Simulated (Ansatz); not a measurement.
Molecule: sum formula CoSOH2 (charge 0, quartet). The spin state was set by rule; other spins were not relaxed. SMILES: [OH][Co][SH]
Coordinates optimised at B3LYP-D3(BJ)/def2-TZVP (Ansatz, a quantum-chemistry and plane-wave program):
```xyz
5

Co     0.2664    -0.2709    -0.0820
O      1.4667    -1.5240    -0.4256
H      1.6379    -2.3482     0.0348
S     -1.1777     1.3210     0.2650
H     -1.7206     0.7182     1.3433
```
Charge 0, spin multiplicity 4.

Wanted: atomisation energy (electronic, to ground-state atoms), in kJ/mol. Cores are frozen in the correlated levels unless marked. UHF or UKS for open shells. Spin-orbit coupling is left out. Frozen are the shells of the preceding noble gas and the d and f shells that filled before the atom's block. Non-relativistic. The coupled-cluster limit lacks core correlation, which all-electron functionals hold. CBS(X,Y): correlation extrapolated as X^-3; Hartree-Fock from the larger set. [CCSD(T)-MP2]/basis is that difference in the basis named.

| level | program | atomisation energy (kJ/mol) |
|---|---|---|
| SVWN5/def2-TZVPD | Ansatz | (withheld) |
| BLYP/def2-TZVPD | Ansatz | (withheld) |
| r2SCAN-D4/def2-TZVPD | Ansatz + dftd4 | 1512.2 |
| PBE0/def2-TZVP | Ansatz | (withheld) |
| PBE0/def2-TZVPD | Ansatz | (withheld) |
| BHLYP-D3(BJ)/def2-TZVPD | Ansatz + dftd3 | 1374.8 |
| LC-wPBE-D4/def2-TZVPD | Ansatz + dftd4 | 1471.1 |
| RI-MP2/CBS(def2-TZVPPD,def2-QZVPPD)+[CCSD(T)-MP2]/def2-SVPD | Ansatz | 1481.1 |

### Question
Fill in the missing entries.

### Answer

- SVWN5/def2-TZVPD, atomisation energy (kJ/mol): 1772.5
- BLYP/def2-TZVPD, atomisation energy (kJ/mol): 1479.8
- PBE0/def2-TZVP, atomisation energy (kJ/mol): 1456.8
- PBE0/def2-TZVPD, atomisation energy (kJ/mol): 1464.2
